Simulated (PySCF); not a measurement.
Vertical excitations of a molecule C2H8F2Si2 from TDDFT-PBE/def2-SVPD run with PySCF, as energy in eV (oscillator strength): 6.30 (0.028), 6.80 (0.009), 6.91 (0.004), 7.05 (0.004), 7.19 (0.001), 7.30 (0.002), 7.48 (0.004), 7.62 (0.008), 7.80 (0.044), 7.84 (0.068). Lowest triplet (TDA): 5.99 eV. The structure is a stationary point at B3LYP-D3(BJ)/def2-SVP. The values are those of a single conformer.

Task: Pick the molecule that these values belong to.
(A) CC([SiH2]F)[SiH2]F
(B) CC[Si](F)(F)[SiH3]
(C) C[SiH2][Si@H](F)CF
(D) C[C@](F)([SiH3])[SiH2]F

Result: A, CC([SiH2]F)[SiH2]F
